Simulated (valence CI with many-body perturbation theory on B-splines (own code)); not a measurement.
Level structure of Ar VI

Method: configuration interaction combined with many-body perturbation theory (CI+MBPT): three valence electrons over a frozen Dirac-Fock core [Ne], a basis of 11 s, 11 p, 10 d, 8 f, 5 g, 2 h functions for each j, with the one-electron correlation potential Σ1 (screened to all orders), the two-electron term Σ2, the three-electron term Σ3, Breit, model QED; selected single and double excitations, second order for the rest, scaled by the run's own slope (own B-spline code, finite nucleus).

Against 40 measured levels this calculation errs by 113 cm⁻¹ on average and by 297 at most. These come from a selection out of Saloman, J. Phys. Chem. Ref. Data 39, 033101 (2010). Levels without a partner in it may be off by more. 2 measured levels below the end of the list, from 525050 cm⁻¹ on, found no clear computed partner, and computed levels of the same name lie up to 11254 cm⁻¹ from them.

Levels 91 to 135 of 170, with energies above the lowest level, 3s²3p ²P°_1/2. "Leading %" is the weight of the configuration and term that name the level; weights of strongly mixed levels are sums over their largest components and can fall short. In the jj column 3d3/2^4 stands for four electrons in 3d with j = 3/2. Lifetimes count E1, E2, E3, M1 and M2 decay at the calculated energies, and are blank where another channel may lead or the interval is too uncertain; long ones can be off by a factor of two.

| No. | Configuration | Term | J | E (cm⁻¹) | Leading % | Leading jj | Lifetime | g |
| --- | --- | --- | --- | --- | --- | --- | --- | --- |
| 91 | 3s3p4p | ²D | 3/2 | 513950 | 78 | 3s 3p1/2 4p3/2 (45 %) | 130 ps | 0.797 |
| 92 | 3s3p4s | ²P° | 3/2 | 513980 | 89 | 3s 3p3/2 4s (63 %) | 40.0 ps | 1.334 |
| 93 | 3s3d² | ⁴F | 3/2 | 514110 | 96 | 3s 3d3/2^2 (64 %) | 55.5 ps | 0.404 |
| 94 | 3s3d² | ⁴F | 5/2 | 514140 | 97 | 3s 3d3/2 3d5/2 (65 %) | 55.4 ps | 1.028 |
| 95 | 3s3d² | ⁴F | 7/2 | 514180 | 97 | 3s 3d3/2 3d5/2 (78 %) | 55.7 ps | 1.238 |
| 96 | 3s3d² | ⁴F | 9/2 | 514230 | 97 | 3s 3d5/2^2 (78 %) | 56.2 ps | 1.334 |
| 97 | 3s3p4p | ²D | 5/2 | 515170 | 79 | 3s 3p3/2 4p3/2 (40 %) | 131 ps | 1.201 |
| 98 | 3s3p4p | ²S | 1/2 | 525680 | 88 | 3s 3p3/2 4p3/2 (52 %) | 101 ps | 2.001 |
| 99 | 3s3d² | ⁴P | 1/2 | 531520 | 98 | 3s 3d3/2^2 (39 %) | 45.6 ps | 2.670 |
| 100 | 3s3d² | ⁴P | 3/2 | 531550 | 98 | 3s 3d3/2 3d5/2 (90 %) | 45.7 ps | 1.735 |
| 101 | 3s3d² | ⁴P | 5/2 | 531580 | 98 | 3s 3d3/2 3d5/2 (49 %) | 46.1 ps | 1.601 |
| 102 | 3s²5p | ²P° | 1/2 | 533000 | 90 | 3s^2 5p1/2 (90 %) | 270 ps | 0.666 |
| 103 | 3s²5p | ²P° | 3/2 | 533280 | 91 | 3s^2 5p3/2 (91 %) | 273 ps | 1.334 |
| 104 | 3p²3d | ²D | 5/2 | 533430 | 87 | 3p3/2^2 3d5/2 (37 %) | 37.4 ps | 1.200 |
| 105 | 3p²3d | ²D | 3/2 | 534140 | 87 | 3p3/2^2 3d3/2 (40 %) | 37.2 ps | 0.799 |
| 106 | 3s3d² | ²G | 7/2 | 545170 | 76 | 3s 3d3/2 3d5/2 (61 %) | 132 ps | 0.888 |
| 107 | 3s3d² | ²G | 9/2 | 545180 | 77 | 3s 3d3/2 3d5/2 (61 %) | 131 ps | 1.111 |
| 108 | 3s3d² | ²D | 5/2 | 551240 | 65 | 3s 3d5/2^2 (31 %) | 35.7 ps | 1.200 |
| 109 | 3s3d² | ²D | 3/2 | 551300 | 63 | 3s 3d5/2^2 (30 %) | 35.6 ps | 0.799 |
| 110 | 3s²5d | ²D | 3/2 | 555140 | 48 | 3s^2 5d3/2 (48 %) | 82.9 ps | 0.800 |
| 111 | 3s²5d | ²D | 5/2 | 555360 | 50 | 3s^2 5d5/2 (50 %) | 82.4 ps | 1.200 |
| 112 | 3s3p4p | ²P | 1/2 | 561040 | 93 | 3s 3p3/2 4p1/2 (46 %) | 58.0 ps | 0.671 |
| 113 | 3s3p4p | ²P | 3/2 | 561500 | 93 | 3s 3p3/2 4p3/2 (53 %) | 57.7 ps | 1.333 |
| 114 | 3s3p4d | ⁴D° | 1/2 | 564900 | 96 | 3s 3p1/2 4d3/2 (52 %) | 108 ps | 0.004 |
| 115 | 3s3p4d | ⁴D° | 3/2 | 564950 | 88 | 3s 3p1/2 4d5/2 (33 %) | 113 ps | 1.170 |
| 116 | 3s3p4d | ⁴D° | 5/2 | 565110 | 84 | 3s 3p1/2 4d5/2 (52 %) | 116 ps | 1.353 |
| 117 | 3s3p4d | ²D° | 3/2 | 565200 | 86 | 3s 3p1/2 4d3/2 (38 %) | 272 ps | 0.818 |
| 118 | 3s3p4d | ⁴D° | 7/2 | 565560 | 93 | 3s 3p3/2 4d5/2 (60 %) | 109 ps | 1.424 |
| 119 | 3s3p4d | ²D° | 5/2 | 565680 | 85 | 3s 3p3/2 4d3/2 (45 %) | 263 ps | 1.210 |
| 120 | 3s3p4p | ²S | 1/2 | 566270 | 80 | 3s 3p3/2 4p3/2 (43 %) | 57.6 ps | 1.998 |
| 121 | 3s²5d | ²D | 3/2 | 568160 | 46 | 3s^2 5d3/2 (46 %) | 195 ps | 0.800 |
| 122 | 3s²5d | ²D | 5/2 | 568320 | 45 | 3s^2 5d5/2 (45 %) | 192 ps | 1.200 |
| 123 | 3s3p4d | ⁴F° | 3/2 | 568830 | 95 | 3s 3p1/2 4d3/2 (64 %) | 510 ps | 0.417 |
| 124 | 3s3p4d | ⁴F° | 5/2 | 569260 | 93 | 3s 3p3/2 4d3/2 (40 %) | 476 ps | 1.036 |
| 125 | 3s3p4d | ⁴F° | 7/2 | 569890 | 95 | 3s 3p3/2 4d5/2 (36 %) | 484 ps | 1.243 |
| 126 | 3s3p4d | ⁴F° | 9/2 | 570680 | 98 | 3s 3p3/2 4d5/2 (98 %) | 555 ps | 1.334 |
| 127 | 3s3p4d | ²F° | 5/2 | 572230 | 79 | 3s 3p1/2 4d5/2 (34 %) | 156 ps | 0.865 |
| 128 | 3s3p4d | ²F° | 7/2 | 573190 | 69 | 3s 3p3/2 4d3/2 (44 %) | 128 ps | 1.144 |
| 129 | 3s3p4d | ⁴P° | 5/2 | 573260 | 96 | 3s 3p3/2 4d5/2 (48 %) | 190 ps | 1.595 |
| 130 | 3s3p4d | ⁴P° | 3/2 | 573830 | 96 | 3s 3p3/2 4d3/2 (53 %) | 191 ps | 1.728 |
| 131 | 3s3p4d | ⁴P° | 1/2 | 574200 | 97 | 3s 3p3/2 4d3/2 (86 %) | 192 ps | 2.661 |
| 132 | 3s3d² | ²F | 5/2 | 575040 | 62 | 3s 3d3/2 3d5/2 (37 %) | 40.0 ps | 0.857 |
| 133 | 3s3d² | ²F | 7/2 | 575150 | 63 | 3s 3d5/2^2 (38 %) | 40.2 ps | 1.143 |
| 134 | 3s²5f | ²F° | 5/2 | 575870 | 81 | 3s^2 5f5/2 (81 %) | 64.3 ps | 0.857 |
| 135 | 3s²5f | ²F° | 7/2 | 576130 | 69 | 3s^2 5f7/2 (69 %) | 70.1 ps | 1.143 |

Names give the largest LS component (configuration and term), which can be under half, so a name can repeat, a term be missing and a line seem to break the LS rules; names also repeat where a configuration has a term twice.

Where two levels of one J and parity lie close, their mixing, g and order are uncertain.
